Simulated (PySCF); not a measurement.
Al(F)(OH)(SMe) (CH₄AlFOS), SMILES [OH][Al]([F])[S]C. Geometry optimised at B3LYP-D3(BJ)/def2-SVP. The structure was generated by enumeration; whether it is a known compound was not checked. One conformer was computed; it need not be the lowest.

Computed equilibrium geometry at B3LYP-D3(BJ)/def2-SVP (PySCF confirms it by a frequency run) as a Z-matrix, and its point group (one conformer of several):
point group Cs.
```
Al
F 1 1.6627
O 1 1.6958 2 121.32
H 3 0.9609 1 126.92 2 0.00
S 1 2.1597 2 120.03 3 180.00
C 5 1.8534 1 99.96 2 180.00
H 6 1.0971 5 111.71 1 0.00
H 6 1.0982 7 109.55 5 120.01
H 6 1.0982 7 109.55 8 119.98
```
Charge 0, spin multiplicity 1.
